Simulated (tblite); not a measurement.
C₆H₈FNO (charge -1 and doublet state).
SMILES with atom numbers: `[CH3:1][CH2:2][C-:3]1[N:4][O:5][CH:6]=[C:7]1[CH2:8][F:9]` (hydrogens: H10, H11, H12 on C1; H13, H14 on C2; H15 on C6; H16, H17 on C8)
Bond orders are those of one Lewis drawing.

Computed with GFN2-xTB (tblite), gas phase: L-BFGS steps from a force-field or distance-geometry start until the largest atomic force falls under 0.01 eV/Å.

Step 22: E = -782.2613 eV
```
atom  x, y, z in Å  |  force x, y, z in eV/Å
C1      2.0944   -0.6251    0.5770    0.000   0.008   0.013
C2      1.1614   -0.7538   -0.6350    0.007   0.006  -0.004
C3      0.1855    0.3718   -0.7264    0.002  -0.007  -0.005
N4      0.4833    1.4757   -1.4665   -0.016  -0.012   0.004
O5     -0.6450    2.3589   -1.3189    0.001  -0.015   0.017
C6     -1.5673    1.7211   -0.4660    0.006  -0.006   0.041
C7     -1.0567    0.4794   -0.1031    0.010   0.003   0.003
C8     -1.6833   -0.5535    0.7683    0.018   0.007  -0.018
F9     -2.9478   -0.2010    1.2233    0.023   0.003  -0.020
H10     1.5183   -0.6087    1.5003   -0.015  -0.012   0.013
H11     2.8023   -1.4563    0.6233   -0.001   0.000   0.000
H12     2.6505    0.3063    0.5090    0.002   0.012  -0.009
H13     0.6302   -1.7129   -0.5713   -0.011   0.018  -0.007
H14     1.7733   -0.7561   -1.5413   -0.002  -0.019  -0.018
H15    -2.4963    2.2210   -0.2910   -0.010  -0.002  -0.017
H16    -1.0903   -0.7478    1.6773   -0.016   0.012  -0.014
H17    -1.8195   -1.5071    0.2312    0.004   0.003   0.019
```

Step 23: E = -782.2616 eV
```
atom  x, y, z in Å  |  force x, y, z in eV/Å
C1      2.0926   -0.6249    0.5767    0.002   0.010   0.011
C2      1.1600   -0.7552   -0.6356    0.016   0.007   0.000
C3      0.1839    0.3704   -0.7284    0.009  -0.014  -0.003
N4      0.4840    1.4743   -1.4682   -0.050  -0.017   0.025
O5     -0.6429    2.3596   -1.3169    0.012  -0.002   0.003
C6     -1.5638    1.7257   -0.4597    0.024  -0.020   0.045
C7     -1.0570    0.4804   -0.1028    0.008   0.012   0.005
C8     -1.6828   -0.5526    0.7689    0.025  -0.001  -0.019
F9     -2.9488   -0.2048    1.2233    0.027   0.007  -0.027
H10     1.5159   -0.6095    1.4998   -0.008  -0.008   0.010
H11     2.8025   -1.4546    0.6235   -0.009   0.005  -0.001
H12     2.6470    0.3075    0.5073   -0.001   0.011   0.000
H13     0.6319   -1.7161   -0.5708   -0.022   0.027  -0.014
H14     1.7728   -0.7562   -1.5410   -0.003  -0.025  -0.023
H15    -2.4975    2.2205   -0.2950   -0.013  -0.002  -0.022
H16    -1.0902   -0.7466    1.6781   -0.013   0.016  -0.008
H17    -1.8144   -1.5058    0.2308   -0.005  -0.007   0.018
```

Step 24: E = -782.2621 eV
```
atom  x, y, z in Å  |  force x, y, z in eV/Å
C1      2.0895   -0.6242    0.5765    0.002   0.010   0.004
C2      1.1578   -0.7577   -0.6365    0.027   0.006   0.004
C3      0.1812    0.3678   -0.7318    0.016  -0.018   0.001
N4      0.4843    1.4716   -1.4707   -0.085  -0.021   0.047
O5     -0.6393    2.3606   -1.3133    0.024   0.016  -0.014
C6     -1.5575    1.7336   -0.4479    0.043  -0.024   0.048
C7     -1.0573    0.4821   -0.1021    0.008   0.019   0.009
C8     -1.6815   -0.5510    0.7696    0.030  -0.018  -0.014
F9     -2.9500   -0.2109    1.2227    0.026   0.017  -0.036
H10     1.5115   -0.6111    1.4992    0.006   0.000   0.000
H11     2.8026   -1.4517    0.6239   -0.019   0.013  -0.002
H12     2.6410    0.3099    0.5043   -0.006   0.006   0.017
H13     0.6342   -1.7211   -0.5703   -0.037   0.038  -0.025
H14     1.7720   -0.7571   -1.5410   -0.004  -0.030  -0.028
H15    -2.4995    2.2193   -0.3024   -0.009  -0.009  -0.031
H16    -1.0903   -0.7441    1.6794   -0.004   0.022   0.010
H17    -1.8057   -1.5039    0.2305   -0.018  -0.026   0.011
```

Task: Estimate the geometry and energy of step 25. (The exact step hangs on the optimiser's Hessian estimate; all steps are aligned on step 24, rigid shifts and turns removed.)

Result: E = -782.2628 eV, largest force 0.133 eV/Å
```
atom  x, y, z in Å  |  force x, y, z in eV/Å
C1      2.0841   -0.6229    0.5762    0.002   0.010  -0.012
C2      1.1545   -0.7619   -0.6383    0.036   0.003   0.005
C3      0.1766    0.3631   -0.7376    0.017  -0.011   0.009
N4      0.4835    1.4668   -1.4747   -0.113  -0.022   0.066
O5     -0.6331    2.3626   -1.3066    0.039   0.033  -0.032
C6     -1.5460    1.7473   -0.4263    0.045  -0.008   0.044
C7     -1.0573    0.4849   -0.1008    0.011   0.017   0.015
C8     -1.6788   -0.5484    0.7705    0.029  -0.045  -0.001
F9     -2.9514   -0.2210    1.2206    0.018   0.031  -0.049
H10     1.5039   -0.6141    1.4983    0.028   0.017  -0.017
H11     2.8025   -1.4465    0.6245   -0.032   0.022  -0.004
H12     2.6305    0.3141    0.4995   -0.014  -0.001   0.047
H13     0.6376   -1.7287   -0.5697   -0.059   0.053  -0.039
H14     1.7706   -0.7596   -1.5415   -0.006  -0.036  -0.029
H15    -2.5030    2.2166   -0.3160    0.018  -0.033  -0.044
H16    -1.0906   -0.7392    1.6817    0.016   0.027   0.043
H17    -1.7907   -1.5010    0.2304   -0.035  -0.057  -0.001
```

The energy changes by -0.0008 eV. The first-order estimate −F·Δx gives -0.0011 eV and the mean of the old and new forces, exact on a quadratic surface, -0.0007 eV. The step makes an angle of 82° with the force vector and moves no atom by more than 0.028 Å.

What follows is the cost of the whole relaxation. On Arm Neoverse V1, one thread (shared host), this took 0.97 s wall.
